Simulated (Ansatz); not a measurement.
This geometry of a periodic cell of 63 atoms, Si$_{62}$P (host Si, host structure diamond, dopant P, one Si atom removed) is a first-order saddle point.

All numbers below come from DFT PBE-D3(BJ), scalar-relativistic, plane waves, PAW (Ansatz 0.2.0). Settings: PAW set soft_1, cutoff 420 eV, k mesh 1x1x1, fermi-dirac smearing 0.02 eV, spin collinear.

```xyz
63
Lattice="10.8600 0.0000 0.0000 0.0000 10.8600 0.0000 0.0000 0.0000 10.8600" Properties=species:S:1:pos:R:3
Si 5.372 -0.001 0.057
Si 6.784 1.343 1.367
Si 8.146 2.722 -0.012
Si 9.478 4.059 1.390
Si 8.137 -0.063 2.761
Si 9.489 1.313 4.093
Si 0.002 0.007 0.010
Si 1.356 1.363 1.365
Si 2.713 2.723 0.005
Si 4.080 4.101 1.334
Si 5.439 5.451 -0.045
Si 6.786 6.782 1.347
Si 8.145 8.155 0.005
Si 9.513 9.498 1.363
Si 2.684 -0.014 2.743
Si 4.080 1.371 4.025
Si 5.452 2.748 2.701
Si 6.787 4.100 4.101
Si 8.142 5.459 2.742
Si 9.535 6.831 4.009
Si 5.430 0.005 5.429
Si 6.783 1.363 6.797
Si 8.143 2.706 5.425
Si 9.484 4.110 6.750
Si 8.138 0.058 8.217
Si 9.557 1.415 9.499
Si -0.011 5.384 0.013
Si 1.429 6.767 1.271
Si 2.819 8.109 -0.104
Si 4.045 9.472 1.393
Si -0.012 2.691 2.742
Si 1.339 4.081 4.069
Si 2.728 5.424 2.725
Si 4.090 6.768 4.117
Si 5.444 8.107 2.750
Si 6.786 9.419 4.165
Si -0.189 -0.186 5.473
Si 1.251 1.253 6.753
Si 2.642 2.628 5.411
Si 4.007 4.010 6.761
Si 5.393 5.368 5.470
P 7.460 7.749 6.400
Si 9.244 9.327 6.909
Si 2.695 0.009 8.155
Si 4.066 1.368 9.509
Si 5.416 2.720 8.139
Si 6.791 4.115 9.443
Si 8.143 5.518 8.068
Si 9.497 6.787 9.507
Si 0.063 8.118 2.651
Si 1.317 9.480 4.097
Si -0.023 5.477 5.409
Si 1.349 6.800 6.790
Si 2.720 8.149 5.442
Si 4.075 9.534 6.783
Si 0.024 2.752 8.112
Si 1.385 4.101 9.488
Si 2.751 5.455 8.122
Si 4.257 6.831 9.316
Si 5.681 8.269 7.971
Si 6.789 9.576 9.562
Si -0.008 8.140 8.174
Si 1.371 9.510 9.513
```

**Question.** Which two structures does it join? (They come from a converged band through this point; their orientation in space is the band's.)

**Answer.** The atom that moves furthest is P42, by 2.29 Å; four of its nearest neighbours are Si43 2.30, Si36 2.30, Si20 2.30, Si41 3.68 Å at the first end and Si48 2.30, Si60 2.30, Si41 2.30, Si20 3.73 Å at the last.

Initial state:

```xyz
63
Lattice="10.8600 0.0000 0.0000 0.0000 10.8600 0.0000 0.0000 0.0000 10.8600" Properties=species:S:1:pos:R:3
Si 5.432 -0.017 0.031
Si 6.783 1.397 1.364
Si 8.142 2.737 -0.014
Si 9.489 4.105 1.362
Si 8.168 0.009 2.669
Si 9.537 1.340 4.037
Si 0.005 0.002 -0.018
Si 1.357 1.362 1.356
Si 2.702 2.721 0.011
Si 4.064 4.081 1.384
Si 5.418 5.418 0.011
Si 6.784 6.786 1.352
Si 8.131 8.130 -0.035
Si 9.510 9.495 1.315
Si 2.731 0.002 2.708
Si 4.087 1.348 4.086
Si 5.426 2.746 2.758
Si 6.809 4.106 4.139
Si 8.134 5.467 2.748
Si 9.477 6.876 4.096
Si 5.466 -0.021 5.436
Si 6.786 1.364 6.787
Si 8.172 2.677 5.402
Si 9.435 4.106 6.764
Si 8.137 -0.021 8.107
Si 9.487 1.349 9.487
Si -0.064 5.452 -0.046
Si 1.350 6.800 1.363
Si 2.707 8.145 0.007
Si 4.094 9.474 1.391
Si 0.008 2.738 2.705
Si 1.351 4.105 4.084
Si 2.759 5.452 2.777
Si 4.217 6.758 4.228
Si 5.474 8.122 2.775
Si 6.879 9.510 4.076
Si 0.045 0.010 5.405
Si 1.351 1.399 6.789
Si 2.729 2.739 5.432
Si 4.102 4.068 6.833
Si 5.656 5.448 5.728
P 8.126 8.157 5.448
Si 9.498 9.511 6.694
Si 2.681 -0.016 8.142
Si 4.033 1.302 9.541
Si 5.387 2.646 8.187
Si 6.741 4.066 9.473
Si 7.846 5.445 7.918
Si 9.345 6.758 9.356
Si 0.001 8.166 2.712
Si 1.398 9.494 4.062
Si -0.034 5.467 5.439
Si 1.361 6.787 6.788
Si 2.748 8.130 5.442
Si 4.089 9.501 6.797
Si -0.045 2.746 8.148
Si 1.329 4.081 9.509
Si 2.701 5.419 8.155
Si 4.057 6.771 9.515
Si 5.397 8.126 8.174
Si 6.776 9.499 9.482
Si -0.061 8.121 8.099
Si 1.322 9.473 9.480
```

Final state:

```xyz
63
Lattice="10.8600 0.0000 0.0000 0.0000 10.8600 0.0000 0.0000 0.0000 10.8600" Properties=species:S:1:pos:R:3
Si 5.447 -0.022 -0.008
Si 6.796 1.359 1.356
Si 8.149 2.714 0.001
Si 9.497 4.108 1.375
Si 8.168 0.000 2.715
Si 9.517 1.380 4.058
Si 0.007 0.007 -0.025
Si 1.364 1.364 1.351
Si 2.713 2.713 0.002
Si 4.065 4.065 1.380
Si 5.417 5.417 0.026
Si 6.788 6.788 1.367
Si 8.144 8.144 0.007
Si 9.517 9.517 1.335
Si 2.740 0.007 2.708
Si 4.108 1.340 4.078
Si 5.447 2.723 2.737
Si 6.794 4.104 4.115
Si 8.144 5.490 2.775
Si 9.451 6.946 4.124
Si 5.490 -0.060 5.431
Si 6.788 1.348 6.787
Si 8.144 2.708 5.431
Si 9.460 4.104 6.781
Si 8.144 -0.060 8.085
Si 9.497 1.340 9.467
Si -0.022 5.447 -0.008
Si 1.359 6.796 1.356
Si 2.714 8.149 0.001
Si 4.108 9.497 1.375
Si 0.007 2.740 2.708
Si 1.340 4.108 4.078
Si 2.723 5.447 2.737
Si 4.104 6.794 4.115
Si 5.490 8.144 2.775
Si 6.946 9.451 4.124
Si 0.000 0.000 5.407
Si 1.359 1.359 6.779
Si 2.714 2.714 5.426
Si 4.057 4.057 6.814
Si 5.442 5.442 5.527
P 6.815 6.815 6.760
Si 9.451 9.451 6.629
Si 2.723 -0.022 8.128
Si 4.065 1.335 9.510
Si 5.417 2.689 8.158
Si 6.761 4.057 9.518
Si 8.048 5.442 8.133
Si 9.460 6.794 9.471
Si 0.000 8.168 2.715
Si 1.380 9.517 4.058
Si -0.060 5.490 5.431
Si 1.348 6.788 6.787
Si 2.708 8.144 5.431
Si 4.104 9.460 6.781
Si -0.022 2.723 8.128
Si 1.335 4.065 9.510
Si 2.689 5.417 8.158
Si 4.057 6.761 9.518
Si 5.442 8.048 8.133
Si 6.794 9.460 9.471
Si -0.060 8.144 8.085
Si 1.340 9.497 9.467
```

**Question.** How far does it lie above each of them?

**Answer.** 1.18 eV above the first and 1.11 eV above the second. This is the barrier of this one path; another mechanism may lie lower. Limits of this set-up: coarse k mesh, a typed lattice constant that wasn't relaxed here.

Time of the run: 30 min on 4 threads of AMD EPYC 7B13 (Zen 3) (shared host), peak memory 6.3 GiB.
